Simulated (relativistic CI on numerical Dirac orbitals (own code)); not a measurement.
Energy levels of Rh27+

These numbers are calculated, not measured: Dirac-Coulomb-Breit CI, KLI orbitals optimised for each configuration, model QED (radiative potential, 1s self-energy scaled to tabulated hydrogen-like ionisation energies), unscaled Slater integrals (own radial code, finite nucleus).

Configuration list (outside the closed core [Ne]): 3s2.3p6, 3s2.3p5.3d, 3s.3p6.3d, 3s2.3p5.4s, 3s2.3p5.4p, 3s2.3p5.4d, 3s.3p6.4s, 3p6.3d.4p, 3s2.3p5.4f, 3s.3p6.4p, 3s.3p6.4d, 3s.3p6.4f, 3s2.3p5.5s, 3s2.3p5.5p, 3s2.3p5.5d, 3s2.3p5.5f, 3s2.3p5.5g, 3s.3p6.5s, 3s.3p6.5p, 3s.3p6.5d, 3s2.3p5.6s, 3s.3p6.5f, 3p6.3d2, 3p5.3d3, 3p5.3d2.4s, 3p5.3d2.4p, 3p5.3d2.4d, 3p6.3d.4s, 3p5.3d.4s2, 3p5.3d.4s.4p, 3p5.3d.4s.4d. Double excitations out of closed p, d and f shells are left out; levels of such configurations are missing from the list, as are those of other unlisted configurations, and high levels can miss mixing partners. These lack a partner that the ground configuration has and come out too high: 3s2.3p5.4f, 3s2.3p5.5s, 3s2.3p5.5p, 3s2.3p5.5d, 3s2.3p5.5f.

| No. | Configuration | Term | J | E (Ry) | % | jj configuration (%) |
| --- | --- | --- | --- | --- | --- | --- |
| 1 | 3s2.3p6 | 1S | 0 | 0.0000 | 100 | closed (100) |
| 2 | 3s2.3p5.3d | 3P° | 0 | 8.9598 | 100 | 3p3/2^3 3d3/2 (100) |
| 3 | 3s2.3p5.3d | 3P° | 1 | 9.2044 | 88 | 3p3/2^3 3d3/2 (82) |
| 4 | 3s2.3p5.3d | 3F° | 3 | 9.5840 | 66 | 3p3/2^3 3d3/2 (98) |
| 5 | 3s2.3p5.3d | 3P° | 2 | 9.6523 | 44 | 3p3/2^3 3d3/2 (74) |
| 6 | 3s2.3p5.3d | 3F° | 4 | 9.8074 | 100 | 3p3/2^3 3d5/2 (100) |
| 7 | 3s2.3p5.3d | 1D° | 2 | 10.0153 | 47 | 3p3/2^3 3d5/2 (72) |
| 8 | 3s2.3p5.3d | 3D° | 3 | 10.4937 | 65 | 3p3/2^3 3d5/2 (99) |
| 9 | 3s2.3p5.3d | 3D° | 1 | 11.1832 | 78 | 3p3/2^3 3d5/2 (52) |
| 10 | 3s2.3p5.3d | 3F° | 2 | 11.8492 | 62 | 3p1/2 3p3/2^4 3d3/2 (97) |
| 11 | 3s2.3p5.3d | 3D° | 2 | 12.4249 | 48 | 3p1/2 3p3/2^4 3d5/2 (96) |
| 12 | 3s2.3p5.3d | 1F° | 3 | 12.5815 | 40 | 3p1/2 3p3/2^4 3d5/2 (99) |
| 13 | 3s2.3p5.3d | 1P° | 1 | 14.1332 | 89 | 3p1/2 3p3/2^4 3d3/2 (66) |
| 14 | 3s.3p6.3d | 3D | 1 | 19.5007 | 100 | 3s 3d3/2 (100) |
| 15 | 3s.3p6.3d | 3D | 2 | 19.6373 | 94 | 3s 3d3/2 (81) |
| 16 | 3s.3p6.3d | 3D | 3 | 19.9964 | 100 | 3s 3d5/2 (100) |
| 17 | 3s.3p6.3d | 1D | 2 | 20.7060 | 94 | 3s 3d5/2 (81) |
| 18 | 3p6.3d2 | 3F | 2 | 39.6421 | 90 | 3d3/2^2 (91) |
| 19 | 3p6.3d2 | 3F | 3 | 40.0382 | 100 | 3d3/2 3d5/2 (100) |
| 20 | 3p6.3d2 | 3F | 4 | 40.3577 | 88 | 3d3/2 3d5/2 (53) |
| 21 | 3p6.3d2 | 3P | 0 | 40.4019 | 92 | 3d3/2^2 (84) |
| 22 | 3p6.3d2 | 1D | 2 | 40.5217 | 48 | 3d3/2 3d5/2 (90) |
| 23 | 3p6.3d2 | 3P | 1 | 40.6398 | 100 | 3d3/2 3d5/2 (100) |
| 24 | 3p6.3d2 | 1G | 4 | 40.9837 | 88 | 3d5/2^2 (53) |
| 25 | 3p6.3d2 | 3P | 2 | 41.0786 | 56 | 3d5/2^2 (98) |
| 26 | 3p6.3d2 | 1S | 0 | 42.2511 | 92 | 3d5/2^2 (84) |
| 27 | 3p5.3d3(4F) | 5F° | 2 | 48.2759 | 41 | 3p3/2^3 3d3/2^3 (58) |
| 28 | 3p5.3d3(4F) | 5D° | 1 | 48.3042 | 58 | 3p3/2^3 3d3/2^3 (59) |
| 29 | 3p5.3d3(4F) | 5D° | 0 | 48.3974 | 94 | 3p3/2^3 3d3/2^2 3d5/2 (43) |
| 30 | 3p5.3d3(4F) | 5F° | 3 | 48.4076 | 51 | 3p3/2^3 3d3/2^2 3d5/2 (78) |
| 31 | 3p5.3d3(4F) | 5F° | 4 | 48.5817 | 53 | 3p3/2^3 3d3/2^2 3d5/2 (53) |
| 32 | 3p5.3d3(4P) | 5S° | 2 | 48.6384 | 72 | 3p3/2^3 3d3/2^2 3d5/2 (59) |
| 33 | 3p5.3d3(4F) | 5F° | 5 | 48.8129 | 47 | 3p3/2^3 3d3/2 3d5/2^2 (52) |
| 34 | 3p5.3d3(4F) | 5D° | 2 | 48.8133 | 35 | 3p3/2^3 3d3/2^2 3d5/2 (76) |
| 35 | 3p5.3d3(4P) | 5D° | 3 | 48.8269 | 35 | 3p3/2^3 3d3/2^3 (48) |
| 36 | 3p5.3d3(4F) | 5F° | 1 | 48.8463 | 35 | 3p3/2^3 3d3/2^2 3d5/2 (75) |
| 37 | 3p5.3d3(4P) | 5D° | 4 | 48.9279 | 49 | 3p3/2^3 3d3/2^2 3d5/2 (60) |
| 38 | 3p5.3d3(4F) | 5G° | 6 | 49.0626 | 76 | 3p3/2^3 3d3/2^2 3d5/2 (44) |
| 39 | 3p5.3d3(4F) | 3G° | 3 | 49.0856 | 56 | 3p3/2^3 3d3/2^2 3d5/2 (69) |
| 40 | 3p5.3d3(4F) | 3G° | 4 | 49.2435 | 49 | 3p3/2^3 3d3/2^2 3d5/2 (64) |
| 41 | 3p5.3d3(2G) | 3F° | 2 | 49.3538 | 30 | 3p3/2^3 3d3/2 3d5/2^2 (81) |
| 42 | 3p5.3d3(4F) | 5F° | 5 | 49.3651 | 36 | 3p3/2^3 3d3/2 3d5/2^2 (49) |
| 43 | 3p5.3d3(4F) | 5F° | 2 | 49.4293 | 25 | 3p3/2^3 3d3/2^2 3d5/2 (42) |
| 44 | 3p5.3d3(4P) | 5D° | 3 | 49.4330 | 26 | 3p3/2^3 3d3/2^2 3d5/2 (79) |
| 45 | 3p5.3d3(2P) | 3P° | 1 | 49.4980 | 49 | 3p3/2^3 3d3/2^2 3d5/2 (54) |

Energies count from the lowest computed level; ° marks odd parity. Percentages are summed over parent terms; the parents shown are those of the largest component, closed shells are left out there. Filled j subshells are mostly left out of the jj labels.

The mean weight of the leading LS term, summed over parents, in these 45 levels is 66 %, and that of the leading jj configuration (from the same eigenvectors) 75 %.

At this charge energies of transitions that change n are usually good to better than 1 %, and those within a shell (Δn = 0) to a few per cent.

LS names give the leading component of a level, which can be under half, so a name can repeat, a term be missing and a line seem to break the LS rules.
